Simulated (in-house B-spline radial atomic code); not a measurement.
How numerical settings move a run on C+, [He] 2s2 2p1. Computed with an all-electron radial atomic-structure program (B-spline basis): non-relativistic AM05, spin-polarised, spherical fractional occupations, point nucleus.

Command:
```bash
python run_scf.py task.json out
```
Settings of the sound reference run:
```
Z                6
electrons        5
configuration    [He] 2s2 2p1
hamiltonian      nr
method           am05
spin_polarised   True
knot_spacing     0.22
spline_order     8
gauss_points     12
box_radius       35.29
max_iterations   70
damping          0.5
damped_steps     3
diis_vectors     10
tolerance        1e-08
start            Thomas-Fermi
```

Run time, properties included: 0.24 s on 1 thread of Arm Neoverse N1, on a shared host.

It converges in 9 iterations to -37.109916 hartree, with 2p up at -17.6388 eV. The other runs change the listed settings, some to values that make no sense; their results aren't properties of the atom or ion. Radii are in bohr (the nuclear one in fm), a minus after a letter asks for a j subshell, and «unchanged» means within 1e-8 hartree. The run stops when the residual is below 10 × tolerance × max(1, Z/10), or a noise floor if that is larger, and the energy moves by less than 1e-8 × √|E| hartree; so very loose and very tight tolerances often act alike.

| changed settings | outcome |
| --- | --- |
| box_radius = 1.41 | converged in 7 iterations, energy +6.40e+00 hartree from the reference, 2p up level +6.7e+01 eV (the program warns: 2p up has a positive eigenvalue: unbound, held by the box; 2s up has a positive eigenvalue: unbound, held by the box) |
| spline_order = 4, box_radius = 3.53, max_iterations = 60, damping = 0.2, diis_vectors = 4 | converged in 8 iterations, energy +6.59e-02 hartree from the reference, 2p up level +2.0e+00 eV (the program warns: 2p up reaches the box edge; 2s up reaches the box edge) |
| box_radius = 3.53, first_knot = 0.000167, max_iterations = 60, diis_vectors = 1 | converged in 9 iterations, energy +6.59e-02 hartree from the reference, 2p up level +2.0e+00 eV (the program warns: 2p up reaches the box edge; 2s up reaches the box edge) |
| damped_steps = 8 | converged in 13 iterations, energy unchanged, 2p up level +3.5e-07 eV |
| damped_steps = 1 | converged in 8 iterations, energy unchanged |
| box_radius = 141.16 | converged in 9 iterations, energy unchanged |
| damped_steps = 0 | converged in 7 iterations, energy unchanged, 2p up level -1.0e-06 eV |
| box_radius = 7.06 | converged in 9 iterations, energy +3.99e-05 hartree from the reference, 2p up level +3.8e-03 eV (the program warns: 2p up reaches the box edge; 2s up reaches the box edge) |
| electrons = 8, configuration = [He] 2s2 2p1 3s3, max_iterations = 50 | stopped with error: shell 3s holds at most 1 electrons (per spin) |
| box_radius = 5.29 | converged in 9 iterations, energy +1.69e-03 hartree from the reference, 2p up level +9.9e-02 eV (the program warns: 2p up reaches the box edge; 2s up reaches the box edge) |
| spline_order = 7, gauss_points = 5, max_iterations = 75, damped_steps = 30 | converged in 19 iterations, energy -1.39e-07 hartree from the reference, 2p up level -2.6e-06 eV |
| electrons = 13, configuration = [He] 2s2 2p1 4s2 4p6, max_iterations = 100 | converged in 27 iterations to -36.3504 hartree, a different physical problem (warning: 4s up has a positive eigenvalue: unbound, held by the box) |
| damping = 0.8 | converged in 9 iterations, energy unchanged, 2p up level +2.0e-06 eV |
| knot_spacing = 0.75, gauss_points = 3, box_radius = 17.64, max_iterations = 100, start = bare nucleus | converged in 9 iterations, energy +5.34e-03 hartree from the reference, 2p up level +2.0e-03 eV |

(1) What happens with damping = 0.95?

(2) What happens with box_radius = 10.59?

(3) What happens with max_iterations = 50, damping = 0.2, diis_vectors = 20?

(4) What happens with damping = 0?

Results:

(1) Converged in 10 iterations, energy unchanged.

(2) Converged in 9 iterations, energy +2.09e-08 hartree from the reference, 2p up level +3.6e-06 eV.

(3) Converged in 8 iterations, energy unchanged, 2p up level -5.5e-07 eV.

(4) Converged in 8 iterations, energy unchanged, 2p up level +8.6e-07 eV.
